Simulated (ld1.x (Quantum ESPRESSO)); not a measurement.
# An all-electron radial function and its pseudo partner (ruthenium)

Columns: radius, all-electron u(r) and pseudo u(r) of the 4s shell (level -79.90 eV) of ruthenium in the configuration [Ar] 3d10 4s2 4p6 4d7 5s0.5 5p0; PBE, scalar-relativistic, TM scheme, ld1.x (Quantum ESPRESSO) 7.5.

```
r (bohr)  all-electron   pseudo
   0.110       -0.3911  -0.0619
   0.220        0.3770  -0.1391
   0.330        0.6112  -0.2494
   0.440        0.2060  -0.4105
   0.550       -0.3497  -0.6265
   0.660       -0.7909  -0.8661
   0.770       -1.0511  -1.0604
   0.880       -1.1503  -1.1505
   0.990       -1.1347  -1.1347
   1.100       -1.0496  -1.0496
   1.210       -0.9302  -0.9302
   1.320       -0.8001  -0.8001
   1.430       -0.6735  -0.6735
   1.540       -0.5579  -0.5579
   1.650       -0.4566  -0.4566
   1.760       -0.3701  -0.3701
   1.870       -0.2978  -0.2978
   1.980       -0.2382  -0.2382
   2.090       -0.1896  -0.1896
   2.200       -0.1504  -0.1504
   2.310       -0.1188  -0.1188
   2.420       -0.0937  -0.0937
   2.530       -0.0736  -0.0736
   2.640       -0.0578  -0.0578
   2.750       -0.0453  -0.0453
   2.860       -0.0354  -0.0354
```

(1) How many radial nodes do the two functions have?

(2) At about which radius was the pseudo-wave matched?

(3) Where does each function peak?

(4) Is the pseudo-wave norm-conserving?

Answers

(1) The all-electron 4s function has n − l − 1 = 3 (the table is too coarse to show those close to the nucleus); the pseudo-wave has 0, since the states of the same l below it are removed with the core.

(2) 1.00 bohr. The columns agree to 0.0005 from 0.88 bohr on; several derivatives are matched, so the curves merge somewhat inside the radius.

(3) Outermost all-electron maximum near 0.88 bohr, pseudo maximum near 0.88 bohr (to the table’s step).

(4) Yes: the TM scheme keeps the norm inside the radius equal to the all-electron one, which fixes the energy derivative of the logarithmic derivative at the level.
